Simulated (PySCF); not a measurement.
Family: germanium hydride cages (EH)n. Isolated molecules, 0 K electronic values unless said otherwise. Each species was relaxed from one start; no search for lower structures was made at this level. Strings in code marks are SMILES.

All values below come from PySCF with PBE-D3(BJ)/def2-SVP. All candidates: neutral, multiplicity 1. 

```json
{
 "dipole_moment": "0.01 D",
 "HOMO": "-5.70 eV",
 "LUMO": "-2.26 eV"
}
```

Q: Which member has these values?
(A) [4]prismane cage Ge8H8 `[GeH]12[GeH]3[GeH]4[GeH]1[GeH]1[GeH]2[GeH]3[GeH]41`
(B) [5]prismane cage Ge10H10 `[GeH]12[GeH]3[GeH]4[GeH]1[GeH]1[GeH]2[GeH]2[GeH]3[GeH]4[GeH]12`
(C) [3]prismane cage Ge6H6 `[GeH]12[GeH]3[GeH]1[GeH]1[GeH]2[GeH]31`

A: B, [5]prismane cage Ge10H10 `[GeH]12[GeH]3[GeH]4[GeH]1[GeH]1[GeH]2[GeH]2[GeH]3[GeH]4[GeH]12`. The others give [3]prismane cage Ge6H6 `[GeH]12[GeH]3[GeH]1[GeH]1[GeH]2[GeH]31`: 0.00 D, -5.22 eV, -1.97 eV; [4]prismane cage Ge8H8 `[GeH]12[GeH]3[GeH]4[GeH]1[GeH]1[GeH]2[GeH]3[GeH]41`: 0.00 D, -5.28 eV, -2.14 eV
